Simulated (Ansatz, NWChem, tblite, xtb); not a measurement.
MoCl2OF2 (SMILES [O]=[Mo]([F])([F])([Cl])[Cl]): the dipole moment, rung by rung

MoCl2OF2 has 6 atoms, charge 0, and is taken as a singlet. As SMILES, `[O]=[Mo]([F])([F])([Cl])[Cl]`. Geometry: relaxed at PBE0-D4/def2-TZVP.

```tsv
atom	x (Å)	y (Å)	z (Å)
O	-0.9032	0.0181	-1.4660
Mo	-0.0657	-0.0759	-0.0614
F	-1.2545	-0.6997	1.2002
F	0.5939	-1.7939	0.0247
Cl	2.0374	0.5324	-0.6358
Cl	-0.3658	1.9549	0.8921
```

Each level gives the dipole moment (D). The values are calculated.

```json
{"level": "GFN2-xTB", "kind": "semi-empirical", "program": "tblite", "value (D)": "2.41", "CPU time": "under 2 s"}
{"level": "IPEA1-xTB", "kind": "semi-empirical", "program": "tblite", "value (D)": "1.47", "CPU time": "under 2 s"}
{"level": "GFN0-xTB", "kind": "semi-empirical", "program": "xtb", "value (D)": "2.98", "CPU time": "under 2 s"}
{"level": "GFN1-xTB", "kind": "semi-empirical", "program": "xtb", "value (D)": "2.69", "CPU time": "under 2 s"}
{"level": "HF/STO-3G", "kind": "Hartree–Fock", "program": "Ansatz", "value (D)": "2.75", "CPU time": "4.2 s"}
{"level": "HF/3-21G", "kind": "Hartree–Fock", "program": "Ansatz", "value (D)": "0.65", "CPU time": "6.4 s"}
{"level": "HF/def2-SVP (core potential)", "kind": "Hartree–Fock", "program": "NWChem", "value (D)": "1.20", "CPU time": "32 s"}
{"level": "PBE/def2-SVP (core potential)", "kind": "GGA", "program": "NWChem", "value (D)": "0.69", "CPU time": "34 s"}
{"level": "PBE0/def2-SVP (core potential)", "kind": "global hybrid", "program": "NWChem", "value (D)": "0.85", "CPU time": "28 s"}
```

All-electron rows without a relativistic Hamiltonian named are non-relativistic, while core potentials hold scalar relativity, so basis and relativity change together. The values span 0.65 to 2.98 D. Magnitudes only. Sets without polarisation functions give poor dipoles. Without the sets that lack polarisation functions the rows with a basis span only 0.69 to 1.20 D. CPU times are rough (shared hosts, several kinds of processor and program).
